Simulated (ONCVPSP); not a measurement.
# Ranking ONCV potentials for arsenic (As)

All share these settings but for the change named:

```json
{
 "Element": "arsenic (As)",
 "Generator": "ONCVPSP 4.0.1",
 "Type": "optimised norm-conserving Vanderbilt (ONCV)",
 "Functional": "PW91",
 "Relativity": "fully relativistic",
 "Frozen core": "[Ne]",
 "Valence charge": "23",
 "Reference configuration": "3s2 3p6 3d10 4s1.75 4p3.25",
 "Partial waves": "3s+4s: rc 0.80 bohr, ncon 4, nbas 8, qcut 11.9 1/bohr, 2 projectors; 3p+4p: rc 1.05 bohr, ncon 5, nbas 9, qcut 10.8 1/bohr, 3 projectors, debl 2.1 Ha; 3d: rc 0.60 bohr, ncon 4, nbas 8, qcut 17.9 1/bohr, 2 projectors, debl 1.1 Ha",
 "Local potential": "polynomial inside 0.50 bohr (lpopt 5, dvloc0 3 Ha)",
 "Core correction": "none"
}
```

Open shells are filled in proportion to 2j + 1.

In the d channel the program set the typed energies aside and used -1.501, 0.250 Ha (j = l + 1/2; the other j can differ).

Test errors are all-electron minus pseudo excitation energies from the reference, over 3s2 3p6 3d10 4s2 4p3; 3s2 3p6 3d10 4s2 4p2; 3s2 3p6 3d10 4s2 4p1; 3s2 3p6 3d9 4s2 4p3. None of these files shows a bound ghost.

The base gives 20.2 meV.

Of 8 variants that were run, those that failed, showed a ghost or another fault, or gave nearly equal values are left out.

A variant can come out equal or close to the base, since the largest error may sit in a test that the change hardly touches while other tests move.

Q: Rank these variants by their largest absolute test error, smallest first.
A. d: debl 3
B. scalar-relativistic
C. all radii scaled by about 1.22 (s 0.98, p 1.28, d 0.74 bohr); local potential polynomial inside 0.62 bohr (lpopt 5, dvloc0 3 Ha)

A: B (8.8 meV), A (20.2 meV), C (31.8 meV).
